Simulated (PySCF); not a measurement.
NO, doublet, at a GFN2-xTB geometry. Base run: TPSS/6-311G** (PySCF).

PySCF was given this input:
```python
from pyscf import gto, scf, dft

mol = gto.Mole()
mol.atom = '''
    N    -0.00000000   -0.00000000   -0.61623737
    O     0.00000000    0.00000000    0.53920770
'''
mol.basis = '6-311g**'
mol.spin = 1
mol.verbose = 4
mol.build()

mf = dft.UKS(mol)
mf.xc = 'tpss'
mf.kernel()
mf.analyze()
```

Variants of this job, named by their change:

```csv
change,ΔE vs base (µEh),fitting functions,dipole (D)
base,0.0,-,0.13
auxbasis = cc-pvtz-jkfit,-22.8,158,0.13
auxbasis = def2-svp-ri,-9926,96,0.13
auxbasis = cc-pvtz-ri,-96.5,162,0.13
auxbasis = def2-universal-jfit,-88.4,98,0.13
auxbasis = cc-pvqz-jkfit,-13.0,212,0.13
auxbasis = even-tempered beta=2.0,-37.3,267,0.13
auxbasis = cc-pvdz-jkfit,-60.0,140,0.13
auxbasis = even-tempered beta=3.0,-136,185,0.13
auxbasis = even-tempered beta=1.6,-6.9,398,0.13
```

A fitting set is made for a task (jfit for Coulomb, jkfit for Coulomb and exchange, ri for correlation) and for a family of orbital bases.

Open shells are given as the SCF converged; they aren't shown to be the lowest states, and a large step between rows can be another state.
